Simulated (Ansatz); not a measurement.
Program: Ansatz. Geometries: PBE0-D4/def2-TZVP. ΔE: electronic, gas phase. CBS: MP2 limit from def2 TZ/QZ plus the TZ coupled-cluster correction, frozen cores. Functionals use def2-TZVPP. B3LYP here is the variant with VWN-RPA as its local correlation; programs differ in this. For Ga outer-core shells are correlated without core-valence functions, which leaves a few kJ/mol of doubt a bond. Scalar relativity is left out up to krypton. Each species was taken in one conformer, which may not be the lowest.

Consider the ligand exchange at the Si–C bond: `S[SiH2][CH2][GaH2]` + `O[SiH](F)F` → `F[SiH](F)O[SiH2]S` + `[CH3][GaH2]`.

Problem. Is it downhill or uphill in electronic energy at CCSD(T)/CBS, and by how much? (An estimate is asked.)

Solution. The calculation gave: Downhill: ΔE = -95.4 kJ/mol.

Problem. What do these levels give: PBE-D4, B3LYP-D4, ωB97M-V, B2PLYP, PBE, r2SCAN, B3LYP, SCS-MP2/def2-TZVPP, CCSD/def2-TZVPP, CCSD(T)/def2-TZVPP, MP2/def2-QZVPP, CCSD/CBS(def2)? (Estimate.)

Solution. Ansatz gave: PBE-D4 -84.4, B3LYP-D4 -102.3, ωB97M-V -97.1, B2PLYP -102.5, PBE -85.8, r2SCAN -96.3, B3LYP -104.7, SCS-MP2/def2-TZVPP -100.1, CCSD/def2-TZVPP -99.7, CCSD(T)/def2-TZVPP -95.7, MP2/def2-QZVPP -95.0, CCSD/CBS(def2) -99.4 kJ/mol.

Largest T1 diagnostic among the species: 0.012.

From PBE to PBE0 (25 % exact exchange), in def2-TZVPP and without D4, ΔE moves by −4.4 kJ/mol. In def2-TZVPP, CCSD(T) changes the Hartree–Fock value by +25.3 kJ/mol (the triples alone add +4.0 kJ/mol) and MP2 by +26.7 kJ/mol.
